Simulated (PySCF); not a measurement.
# Correlation energy of Ga⁺ (gallium, charge +1)

[Ar] 3d10 4s2, closed-shell 1S. All numbers are calculated (PySCF 2.14, scalar relativity through the core potential, in aug-cc-pVDZ-PP with ECP10MDF). Frozen: 3s2 3p6 3d10; 2 electrons correlated.

With two correlated electrons CCSD is exact within the correlated space (frozen core and kept virtual orbitals).

```
level  correlation energy (mhartree)
 CCSD                         -35.42
```

Diagnostics: T1 = 0.0048, D1 = 0.0068, largest double amplitude 0.096.

Q: Is a single reference adequate?

A: Mostly. T1 lies below 0.03, but a double amplitude of this size points to a near-degeneracy that CCSD handles and MP2 describes poorly.
